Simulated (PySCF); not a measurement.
Rapidly exchanging positions averaged, one computed conformer, no solvent model, no relativistic terms. Shielding tensors at PBE0/pcSseg-1 (GIAO); GFN2-xTB structure; PySCF 2.14.0 with density-fitted response routines.

δ = σ(ref) − σ, references computed at the same level: ¹H and ¹³C against TMS. Shifts are as computed. Against solution values, carbons near 30 ppm lie about +3 ppm off and those near 130 ppm about +5 ppm. Of 1211 compounds with measured shifts, 218 miss one by over three times the rms of a fit or turn the order of signals round; such compounds aren't used in these exercises.

(1) Order these molecules by the shift of their most shielded carbon-bound hydrogen, lowest δ first.
A. Cc1nncn1[SiH](C)C
B. COC1C=CP(C(C)=O)C=C1
C. C=C(C)Pc1ccncc1

(2) How many ¹³C and ¹H signals does each give (equivalence by symmetry and fast rotation, but not about amide C–N or C=N bonds)? `Cc1nncn1[SiH](C)C`, `C=C(C)Pc1ccncc1`, `CC(C)n1nncc1[SiH3]`, `COC1C=CP(C(C)=O)C=C1`

Answers

(1) A (0.43 ppm, hydrogen on a methyl carbon bonded to Si), C (2.01 ppm, hydrogen on an allylic methyl carbon), B (2.47 ppm, hydrogen on a methyl carbon α to a carbonyl).

(2) Cc1nncn1[SiH](C)C: 4 C, 4 H; C=C(C)Pc1ccncc1: 6 C, 6 H; CC(C)n1nncc1[SiH3]: 4 C, 4 H; COC1C=CP(C(C)=O)C=C1: 6 C, 5 H.
